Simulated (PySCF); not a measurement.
**Computed spin Hamiltonian**

Species: C3H11NSi (charge +1 and doublet state).
Z-matrix (Å and degrees, GFN2-xTB geometry), rows numbered from 1:
```
C 
C   1  1.5125
C   2  1.5573  1  111.65
N   2  1.4095  1  113.15  3   124.87
Si  4  1.7619  2  129.72  1   165.80
H   1  1.0892  2  110.62  3   176.99
H   1  1.0895  2  111.30  3   -63.08
H   1  1.0862  2  110.57  3    56.87
H   2  1.1038  1  110.35  3  -114.55
H   3  1.0857  2  108.84  1   -57.86
H   3  1.0858  2  110.98  1  -178.17
H   3  1.0870  2  108.82  1    61.58
H   4  1.0151  2  113.01  1   -15.20
H   5  1.4689  4  102.89  2   119.88
H   5  1.4558  4  105.93  2    -3.37
H   5  1.4692  4  102.01  2  -125.27
```

The hyperfine couplings belong to this conformer and change with its torsions.

As a line formula: `[SiH3][NH+]C(C)C` [radical] (charge +1).

The calculation used UKS B3LYP, pcH-1 on C H N Si, non-relativistic, mean-field spin-orbit, GIAO (PySCF 2.14.0). Isolated species at its GFN2-xTB geometry (one conformer only). Couplings are sensitive to structure, and on GFN2-xTB geometries they can be far from those on DFT ones, by a factor of two or more for some ions and for spin on atoms past the first row. No stability test was run, so a lower SCF solution isn't excluded.

* g1, g2, g3: 2.00213, 2.00407, 2.00532
* g_iso: 2.00384
* Form of g: rhombic: the two nearest values differ by 39 % of g3 − g1
* ⟨S²⟩: 0.7545 (exact 0.7500)
* HOMO–LUMO gap, α and β orbitals: 8.61, 4.13 eV
* Total energy: -464.92559 Eh

Hyperfine couplings atom by atom, in mT; T1 to T3 are the principal values of the dipolar part (MHz turned into mT with g_iso):

```csv
atom,isotope,a_iso,of which spin–orbit,T1,T2,T3,Mulliken spin population
C1,13C,0.00,0.00,-0.05,-0.04,0.10,0.00
C2,13C,-1.11,0.00,-0.36,-0.15,0.51,-0.02
C3,13C,2.22,0.00,-0.48,-0.47,0.94,0.11
N4,14N,1.12,0.00,-1.31,-1.30,2.61,0.78
Si5,29Si,1.51,0.00,-0.04,-0.01,0.05,-0.05
H6,1H,0.15,0.00,-0.12,-0.09,0.20,0.00
H7,1H,0.19,0.00,-0.11,-0.09,0.20,0.00
H8,1H,0.03,0.00,-0.08,-0.06,0.14,0.00
H9,1H,5.79,0.00,-0.29,-0.15,0.44,0.06
H10,1H,0.89,0.00,-0.24,-0.07,0.31,0.01
H11,1H,-0.31,0.00,-0.26,-0.08,0.34,0.00
H12,1H,-0.06,0.00,-0.27,-0.02,0.29,0.00
H13,1H,-1.93,0.00,-1.52,-0.33,1.85,-0.03
H14,1H,4.19,0.00,-0.14,-0.04,0.18,0.06
H15,1H,-0.10,0.00,-0.11,-0.08,0.19,0.00
H16,1H,4.23,0.00,-0.14,-0.04,0.18,0.06
```

The Mulliken spin populations are largest on N4 (+0.78), C3 (+0.11) and H9 (+0.06). No atom but N4 exceeds +0.15. The angles at N4 add up to 360.0°, so it is planar; its axial dipolar tensor and the negative coupling of its proton fit spin in a p orbital normal to that plane.

Axes: g2 points within 4° of the N4–Si5 bond.

Under fast tumbling the dipolar parts average out, and these isotropic splittings remain: 1 × 1H (H9, I = 1/2, 2 lines) with 5.79 mT, 3 × 1H (H14/H15/H16, I = 1/2, 4 lines) with 2.78 mT, 1 × 1H (H13, I = 1/2, 2 lines) with 1.93 mT, 1 × 14N (N4, I = 1, 3 lines) with 1.12 mT and 6 × 1H (H6 (×6), I = 1/2, 7 lines) with 0.15 mT.

Class means assume fast exchange of nuclei equivalent by connectivity; if that motion is slow, each nucleus keeps its own coupling. The three 1H nuclei of mean +77.8 MHz run from -2.9 to 118.8 MHz in the frozen geometry. The six 1H nuclei of mean +4.1 MHz run from -8.8 to 24.9 MHz in the frozen geometry.

The 13C coupling of C2 (-31.2 MHz) shows only in satellite lines or after enrichment, since that isotope makes up about 1.07 % of natural carbon.

The 29Si coupling of Si5 (42.4 MHz) shows only in satellite lines or after enrichment, since that isotope makes up about 4.7 % of natural silicon.
